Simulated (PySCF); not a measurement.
# How methods differ on the electron affinity of Ga

Ga- [Ar] 3d10 4s2 4p2 (3P) → Ga [Ar] 3d10 4s2 4p1 (2P), as a difference of total energies. All numbers are calculated (PySCF 2.14, scalar relativity by spin-free X2C-1e, in aug-cc-pVQZ-DK (8s7p5d3f2g, 93 functions)). Correlated levels: valence: [Ar] 3d10 frozen. The calculations carry no spin-orbit coupling.

```
           method  electron affinity (eV)
              UHF                  -0.065
              LDA                   0.585
              PBE                   0.491
             PBE0                   0.420
           r2SCAN                   0.506
        BHandHLYP                   0.206
          wB97X-V                   0.148
          r2SCANh                   0.487
            TPSSh                   0.384
    MP2 (valence)                   0.265
SCS-MP2 (valence)                   0.162
```

A first-order spin-orbit estimate (lowest level to lowest level, LS coupling) adds -0.025 eV.

Errors of the correlated levels include the incompleteness of this basis and the frozen core.

A negative affinity means that the anion lies above the atom at that level of theory.

In the anion the highest occupied orbital energy is positive at LDA, PBE, PBE0, r2SCAN, BHandHLYP, r2SCANh, TPSSh, a self-interaction effect; the basis confines that electron, and the energy difference can still be sensible.

For comparison: 0.301 eV (measured; photodetachment measurements, as compiled on the Wikipedia data page of electron affinities).
